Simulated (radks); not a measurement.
Task: As XI, configuration [Ar] 3d5. Method: scalar-relativistic Kohn-Sham, PBE, spin-polarised, spherical densities, finite nucleus; open shells are filled with parallel spins first; Fermi nuclear charge, rms radius 4.0968 fm; computed with a radial shooting solver on a logarithmic mesh with Libxc functionals. Some entries of the table are withheld. Estimate them.

orbital  occ.  eigenvalue (eV)  <r^2> (bohr^2)  <1/r> (bohr^-1)
1s up       1        -11978.64        0.002787            33.46
1s down     1        -11978.63        0.002787            33.46
2s up       1        -1751.762         0.04842            7.368
2s down     1        -1745.552         0.04819            7.388
2p up       3        -1568.095         0.03843            7.218
2p down     3        -1563.459         0.03820            7.235
3s up       1        -428.4220          0.3642            2.540
3s down     1        -418.8528          0.3688            2.518
3p up       3        -370.5486          0.3742            2.420
3p down     3        -360.9693          0.3805            2.396
3d up       5              (1)          0.3613              (2)
3d down     0              (3)          0.3733              (4)
4s up       0        -170.4479             (5)            1.099
4s down     0        -167.2218             (6)            1.087
4p up       0        -151.6462           1.978            1.036
4p down     0        -148.5617           2.021            1.024

Result: 
(1) 3d up eigenvalue (eV): -277.2778
(2) 3d up <1/r> (bohr^-1): 2.220
(3) 3d down eigenvalue (eV): -266.8900
(4) 3d down <1/r> (bohr^-1): 2.195
(5) 4s up <r^2> (bohr^2): 1.787
(6) 4s down <r^2> (bohr^2): 1.820
